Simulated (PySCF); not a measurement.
Molfile (atoms numbered from 1):
```
C6H13BO2
     RDKit          3D

 22 22  0  0  0  0  0  0  0  0999 V2000
    3.1065    0.7614   -0.9630 O   0  0  0  0  0  0  0  0  0  0  0  0
    2.6680   -0.1411   -0.0341 B   0  0  0  0  0  0  0  0  0  0  0  0
    3.4989   -0.7548    0.8616 O   0  0  0  0  0  0  0  0  0  0  0  0
    1.1263   -0.4663    0.0048 C   0  0  0  0  0  0  0  0  0  0  0  0
    0.5998   -0.9314   -1.3603 C   0  0  0  0  0  0  0  0  0  0  0  0
   -0.9008   -1.2046   -1.3319 C   0  0  0  0  0  0  0  0  0  0  0  0
   -1.6811    0.0096   -0.8387 C   0  0  0  0  0  0  0  0  0  0  0  0
   -1.1726    0.4833    0.5188 C   0  0  0  0  0  0  0  0  0  0  0  0
    0.3284    0.7552    0.4903 C   0  0  0  0  0  0  0  0  0  0  0  0
    4.0511    0.9417   -0.9518 H   0  0  0  0  0  0  0  0  0  0  0  0
    4.4258   -0.5055    0.7982 H   0  0  0  0  0  0  0  0  0  0  0  0
    0.9725   -1.2836    0.7333 H   0  0  0  0  0  0  0  0  0  0  0  0
    1.1416   -1.8333   -1.6929 H   0  0  0  0  0  0  0  0  0  0  0  0
    0.8153   -0.1493   -2.1104 H   0  0  0  0  0  0  0  0  0  0  0  0
   -1.2540   -1.5068   -2.3319 H   0  0  0  0  0  0  0  0  0  0  0  0
   -1.1003   -2.0599   -0.6606 H   0  0  0  0  0  0  0  0  0  0  0  0
   -2.7584   -0.2193   -0.7873 H   0  0  0  0  0  0  0  0  0  0  0  0
   -1.5724    0.8302   -1.5715 H   0  0  0  0  0  0  0  0  0  0  0  0
   -1.7185    1.3862    0.8397 H   0  0  0  0  0  0  0  0  0  0  0  0
   -1.3840   -0.2936    1.2760 H   0  0  0  0  0  0  0  0  0  0  0  0
    0.5315    1.6059   -0.1852 H   0  0  0  0  0  0  0  0  0  0  0  0
    0.6753    1.0650    1.4910 H   0  0  0  0  0  0  0  0  0  0  0  0
  1  2  1  0
  2  3  1  0
  2  4  1  0
  4  5  1  0
  5  6  1  0
  6  7  1  0
  7  8  1  0
  8  9  1  0
  9  4  1  0
  1 10  1  0
  3 11  1  0
  4 12  1  0
  5 13  1  0
  5 14  1  0
  6 15  1  0
  6 16  1  0
  7 17  1  0
  7 18  1  0
  8 19  1  0
  8 20  1  0
  9 21  1  0
  9 22  1  0
M  END
```

PySCF 2.14 calculation with geometry: PBE0-D3(BJ)/def2-SVP and shieldings: GIAO B3LYP/pcSseg-1; relativity neglected, one computed conformer, gas phase, averaged over atoms made equivalent by symmetry, fast rotation or ring inversion.

References, each an isolated molecule treated in the same way: 13C (σref 179.24), 1H (σref 31.38) against TMS; H2O for 17O (σref 334.04); BF3·OEt2 for 11B (σref 97.83).

| atoms | nucleus | count | δ (ppm) |
| --- | --- | --- | --- |
| H16/H20 | 1H | 2 | 1.15 |
| H12 | 1H | 1 | ? |
| H14/H21 | 1H | 2 | ? |
| C6/C8 | 13C | 2 | 31.3 |
| O1/O3 | 17O | 2 | ? |
| C4 | 13C | 1 | 28.0 |
| H18 | 1H | 1 | 1.21 |
| C7 | 13C | 1 | 30.7 |
| H13/H22 | 1H | 2 | 1.42 |
| H17 | 1H | 1 | ? |
| H10/H11 | 1H | 2 | 2.64 |
| C5/C9 | 13C | 2 | 32.1 |
| B2 | 11B | 1 | 31.0 |
| H15/H19 | 1H | 2 | 1.58 |

Q: Fill in the missing shifts.

A: 
- H17: 1.57 ppm, hydrogen on an sp3 CH2 in a ring; far from electronegative atoms and π systems
- H14/H21: 1.24 ppm, hydrogen on an sp3 CH2 in a ring
- H12: 0.66 ppm, hydrogen on an sp3 CH bonded to B
- O1/O3: 122.5 ppm, oxygen bonded to B, H

OH/NH shifts are gas-phase values; hydrogen bonding in solution moves them, usually downfield. A carbon bonded to boron is broadened by the quadrupolar boron nucleus and is often missing from a measured spectrum. Shifts are as computed. Against solution values, carbons near 30 ppm lie about +2 ppm off and those near 130 ppm about +6 ppm. Of 1309 compounds with measured shifts, 239 miss one by over three times the rms of a fit or turn the order of signals round; such compounds aren't used in these exercises. Experimental scales use liquid or dissolved standards, which lie at an offset from isolated H2O (liquid H2O: subtract about 36 ppm).
